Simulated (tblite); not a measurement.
Compound: 3-acetylpyrrole, C6H7NO.
Structure used (GFN2-xTB), in Å, numbered top down from 1:
```xyz
15
C6H7NO angstrom
C      2.3459   -0.4220   -0.0139
C      1.3507    0.7120   -0.1127
O      1.6996    1.8669   -0.2476
C     -0.0554    0.3251   -0.0354
C     -0.6183   -0.9712    0.1209
C     -1.9728   -0.8229    0.1378
N     -2.2625    0.5027   -0.0008
C     -1.1189    1.2062   -0.1061
H      2.2209   -0.9390    0.9349
H      2.1743   -1.1330   -0.8192
H      3.3573   -0.0303   -0.0834
H     -0.0842   -1.8954    0.2098
H     -2.7490   -1.5556    0.2374
H     -3.1903    0.8937   -0.0204
H     -1.1017    2.2708   -0.2232
```

All values are computed: GFN2-xTB (tblite) harmonic vibrations without scaling, gas phase. The method is semi-empirical: single wavenumbers can be off by several per cent or more. One conformer, not necessarily the lowest.

Harmonic wavenumbers (cm⁻¹): 65.5, 153.9, 175.6, 184.5, 366.3, 490.7, 527.9, 557.0, 627.1, 632.8, 651.6, 774.6, 791.3, 827.9, 845.7, 917.4, 987.4, 989.1, 1057.5, 1095.6, 1125.4, 1154.0, 1195.6, 1321.6, 1364.3, 1395.7, 1428.0, 1459.6, 1464.9, 1478.9, 1539.4, 1720.2, 3027.3, 3031.2, 3055.3, 3162.2, 3180.1, 3182.3, 3467.7.

A = 4878, B = 1568, C = 1196 MHz; mass 109.053 u (most abundant isotopes); point group Cs, symmetry number 1.

Problem. Zero-point energy?

Solution. Half the sum of the wavenumbers: 25737 cm⁻¹ = 307.88 kJ/mol.

Problem. What is S at 350 K and 1 bar for an ideal gas of classical rigid rotors and harmonic oscillators?

Solution. Translation 170.70, rotation 118.96, vibration 87.79: S = 377.4 J/(mol K).

Problem. And Cp and H(350 K) − H(0)?

Solution. Cp = 141.81 J/(mol K), of which vibrations give 108.55 (their classical limit is 39 R = 324.3); H(350 K) − H(0) = 28.90 kJ/mol without the zero-point energy, 17.26 from vibrations.

Problem. Blend soft modes into free rotors: weight 1/[1 + (100 cm⁻¹/ν̃)⁴] for the oscillator and the rest for a rotor with moment μB/(μ + B), μ = h/(8π²ν), B = 10⁻⁴⁴ kg m². What vibrational entropy results?

Solution. 83.33 J/(mol K) in place of 87.79, which changes −T·S at 350 K by +1.56 kJ/mol.

Problem. What must be added to the electronic energy to get the Gibbs energy at 350 K and 1 bar?

Solution. ZPE + [H(350 K) − H(0)] − T·S = 307.88 + 28.90 − 132.11 = 204.67 kJ/mol.

Hindered rotation and anharmonicity are outside this model. Other conformers, if any are populated, would add a mixing term that is left out.

The run took 0.63 s wall on one thread of an Arm Neoverse N1, no GPU, shared host with 64 logical CPUs at a one-minute load of 58. The figure is for the frequency step alone.
